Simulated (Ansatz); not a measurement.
Computed with Ansatz on PBE0-D4/def2-TZVP structures; ΔE is electronic, products minus reactants. CBS: MP2 limit from def2 TZ/QZ plus the TZ coupled-cluster correction, frozen cores. This one scheme is used for every species. Double bonds are as drawn, so ΔE can hold a change between cis and trans. Functionals use def2-TZVPP. One conformer a species, not always the lowest.

Reaction (formal exchange of groups at a C–Si bond): `O[SiH2]/C=C\[SiH](O)O` + SiH₄ → `O[SiH](O)/C=C/[SiH3]` + `O[SiH3]`

| level | ΔE (kJ/mol) |
| --- | --- |
| ωB97M-V | 14.6 |
| B2PLYP | 10.3 |

Question: What does CCSD(T)/CBS give? (An estimate is asked.)

Answer: Ansatz gave: +11.7 kJ/mol. The listed levels differ from it by 2.9, -1.4 kJ/mol.

Largest T1 diagnostic among the species: 0.012.

The D4 term adds +9.1 kJ/mol with B3LYP and +5.0 kJ/mol with PBE0; it sums over pairs of atoms, weighted by their polarisabilities, and B3LYP, whose exchange is more repulsive, gets the larger term. In def2-TZVPP, CCSD(T) changes the Hartree–Fock value by +13.7 kJ/mol (the triples alone add +2.4 kJ/mol) and MP2 by +12.1 kJ/mol.

B3LYP here is the variant with VWN-RPA as its local correlation; programs differ in this.
